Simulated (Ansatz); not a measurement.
Reaction (formal exchange of groups at a C–Ga bond): `C#[C][GaH][CH3]` + `CC1CCCCC1` → `CC1(C)CCCCC1` + `C#[C][GaH2]`

Gas-phase electronic energies from Ansatz, PBE0-D4/def2-TZVP geometries. CCSD(T)/CBS adds triple-zeta CCSD(T) − MP2 to the extrapolated MP2 energy (def2 sets, frozen cores). Functionals use def2-TZVPP. B3LYP here is the variant with VWN-RPA as its local correlation; programs differ in this. For Ga outer-core shells are correlated without core-valence functions, which leaves a few kJ/mol of doubt a bond. Scalar relativity is left out up to krypton.

`C#[C][GaH][CH3]`:

Cartesian coordinates in Å:
```
C 0.305 2.039 -1.799
C 0.183 1.393 -0.783
Ga -0.011 0.346 0.820
C -0.189 -1.593 0.616
H 0.413 2.612 -2.692
H -0.019 1.119 2.180
H 0.642 -1.982 0.021
H -0.217 -2.115 1.572
H -1.107 -1.818 0.065
```

`CC1CCCCC1`:

```xyz
21

C    -2.328   -0.673    0.160
C    -0.813   -0.584    0.211
C    -0.349    0.567    1.098
C     1.168    0.684    1.142
C     1.754    0.814   -0.257
C     1.305   -0.334   -1.149
C    -0.213   -0.447   -1.185
H    -2.657   -1.515   -0.454
H    -2.754   -0.798    1.159
H    -2.754    0.239   -0.271
H    -0.427   -1.516    0.648
H    -0.752    0.442    2.109
H    -0.774    1.502    0.709
H     1.584   -0.210    1.624
H     1.464    1.536    1.761
H     2.846    0.856   -0.210
H     1.423    1.763   -0.698
H     1.727   -1.273   -0.768
H     1.699   -0.206   -2.162
H    -0.518   -1.296   -1.805
H    -0.633    0.450   -1.660
```

`CC1(C)CCCCC1`:

Cartesian coordinates in Å:
```
C 0.220 1.260 1.366
C 0.039 -0.161 0.837
C 0.020 -1.118 2.022
C 1.195 -0.543 -0.097
C 1.193 0.218 -1.415
C -0.136 0.059 -2.139
C -1.300 0.473 -1.249
C -1.282 -0.289 0.068
H -0.598 1.525 2.042
H 0.244 2.006 0.569
H 1.156 1.346 1.925
H -0.108 -2.152 1.690
H -0.801 -0.881 2.706
H 0.954 -1.061 2.589
H 2.147 -0.398 0.427
H 1.121 -1.617 -0.311
H 2.013 -0.137 -2.047
H 1.386 1.282 -1.235
H -0.263 -0.992 -2.428
H -0.139 0.640 -3.067
H -2.250 0.300 -1.763
H -1.248 1.552 -1.060
H -1.456 -1.352 -0.140
H -2.108 0.039 0.710
```

`C#[C][GaH2]`:

```xyz
6

C    -1.509    0.052   -1.038
C    -0.513    0.019   -0.352
Ga    1.065   -0.037    0.733
H    -2.387    0.082   -1.642
H     1.704    1.318    1.173
H     1.639   -1.433    1.126
```

CCSD(T)/CBS gives +0.36 eV.

(1) Another level gave +0.32 eV. Which?
A. B3LYP-D4/def2-TZVPP
B. B3LYP/def2-TZVPP
C. HF/def2-TZVPP
D. ωB97X-V/def2-TZVPP

Largest T1 diagnostic among the species: 0.014.

Answers

(1) D. ωB97X-V 0.32, HF/def2-TZVPP 0.43, B3LYP-D4 0.37, B3LYP 0.48 eV.

The D4 term adds −0.11 eV with B3LYP and −0.06 eV with PBE0; it sums over pairs of atoms, weighted by their polarisabilities, and B3LYP, whose exchange is more repulsive, gets the larger term. In def2-TZVPP, CCSD(T) changes the Hartree–Fock value by −0.10 eV (the triples alone add −0.02 eV) and MP2 by −0.11 eV.
